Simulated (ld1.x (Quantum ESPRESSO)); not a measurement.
## Configuration tests for technetium (TM)

ld1.x (Quantum ESPRESSO) 7.5 input, shortened:

```
&input
   title='Tc', zed=43., rel=1, dft='PBESOL', iswitch=3,
   config='[Kr] 4d5 5s2 5p0'
 /
 &inputp
   pseudotype=2, tm=.true., lloc=1,
   nlcc=.true., rcore=0.75
 /
3
5S  1  0   2.00   0.00  2.10  2.10  0.0
4D  3  2   5.00   0.00  1.35  1.35  0.0
5P  2  1   0.00   0.00  2.90  2.90  0.0
 &test
   configts(1)='4d5 5s2 5p0'
 /
```

Energies are relative to the spin-unpolarised reference configuration 4d5 5s2 5p0; without spin polarisation the order of configurations can differ from experiment.

```csv
valence configuration,charge,ΔE all-electron (eV),error AE − PS (meV)
4d5 5s1 5p0,+1,8.196,-3.8
4d4 5s0 5p0,+3,51.726,-389
4d5 5s0 5p2,0,7.786,-11
4d4 5s2 5p0,+1,11.654,-75
4d4 5s2 5p1,0,6.613,-148
4d6 5s0 5p0,+1,6.200,-172
```

Task: What are ΔE and the potential's error for 4d5 5s0 5p0?

Result: ΔE = 23.036 eV all-electron; the error (AE − PS) is -49 meV.

Levels in the configuration 4d4 5s2 5p0:

| level | all-electron (eV) | pseudo (eV) |
| --- | --- | --- |
| 4d | -16.974 | -17.100 |
| 5s | -12.709 | -12.687 |
